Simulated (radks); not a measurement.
Problem. These are the eigenvalues of the occupied orbitals of an atom or ion with whole-number occupations (eV). All-electron calculation, scalar-relativistic Kohn-Sham, PBEsol, spin-polarised, spherical densities, point nucleus. Program: a radial shooting solver on a logarithmic mesh with Libxc functionals.

1s: -2463.778
2s: -270.6170
2p: -215.9552
3s: -65.8526

Which element is it, and in what charge state? The configuration may be excited. Open shells, if any, are filled with parallel spins first.

Solution. Z = 16, sulfur, charge +4: S4+ in [Ne] 3s2. The list shows which subshells hold electrons but not how many an open one holds; the 1s level, -90.542 hartree, gives Z - s = 13.5 by -(Z - s)^2/2, which with screening and relativity narrows Z to a few neighbours, and the depths of the outer levels then fix element, charge and occupations together.
